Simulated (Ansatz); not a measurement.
Geometry optimisation, RKS B3LYP/def2-SVP (Ansatz).

Input:

```yaml
crystal:
  periodic: [false, false, false]
  atoms:
    - { symbol: Zr, position_ang: [0.17455, -0.09062, 0.105833] }
    - { symbol: "N", position_ang: [0.21093, -0.041391, 2.250521] }
    - { symbol: H, position_ang: [-0.444427, -0.471343, 2.900618] }
    - { symbol: H, position_ang: [0.997375, 0.33024, 2.785735] }
    - { symbol: F, position_ang: [1.991577, 0.140453, -0.424332] }
    - { symbol: F, position_ang: [-0.810765, 1.370117, -0.648922] }
    - { symbol: F, position_ang: [-0.547582, -1.730308, -0.559671] }
    - { symbol: P, position_ang: [-3.346776, 0.263926, 1.419863] }
    - { symbol: H, position_ang: [-3.145744, -0.657203, 0.340052] }
    - { symbol: H, position_ang: [-3.517839, -0.786315, 2.381308] }
    - { symbol: H, position_ang: [-1.953599, 0.393743, 1.710895] }
basis:
  gaussian: { orbitals: def2-SVP }
hamiltonian:
  xc: b3lyp
relax:
  f_tol: 0.03
  max_steps: 50
```

Run as:

```bash
$ ansatz run input.yaml --threads 4 --pin off --max-ram 5120MiB --backend cpu --events-out ev --progress --plain --runs-dir out
```

**Question.** Where does it end, and by what steps?

**Answer.** It converged. After 34 steps the energy has fallen by 0.261 eV; H11 moved furthest, 1.58 Å.

| step | energy less start (eV) | largest force component (eV/Å) | accepted |
| --- | --- | --- | --- |
| 0 | 0.0000 | 1.807 | yes |
| 2 | -0.2180 | 0.123 | yes |
| 4 | -0.2303 | 0.115 | yes |
| 6 | -0.2332 | 0.076 | yes |
| 8 | -0.2352 | 0.098 | yes |
| 10 | -0.2371 | 0.114 | yes |
| 12 | -0.2389 | 0.083 | yes |
| 14 | -0.2404 | 0.096 | yes |
| 16 | -0.2419 | 0.172 | yes |
| 18 | -0.2455 | 0.067 | yes |
| 20 | -0.2471 | 0.045 | yes |
| 22 | -0.2502 | 0.150 | yes |
| 24 | -0.2528 | 0.111 | yes |
| 26 | -0.2552 | 0.133 | yes |
| 28 | -0.2573 | 0.121 | yes |
| 30 | -0.2591 | 0.101 | yes |
| 32 | -0.2606 | 0.059 | yes |
| 34 | -0.2608 | 0.018 | yes |

```xyz
11
Properties=species:S:1:pos:R:3
Zr 0.343 0.018 0.199
N 0.538 -0.211 2.202
H -0.206 -0.097 2.892
H 1.392 -0.480 2.693
F 2.112 0.034 -0.528
F -0.656 1.619 -0.152
F -0.662 -1.447 -0.534
P -3.891 -0.215 1.396
H -3.094 -1.095 0.601
H -3.059 -0.361 2.552
H -3.209 0.956 0.942
```

Whether the end is a true minimum wasn't checked by a vibrational analysis.

Time of the run: 76 s on 4 threads of Intel(R) Xeon(R) Platinum 8488C (Sapphire Rapids) (shared host), peak memory 0.36 GiB.
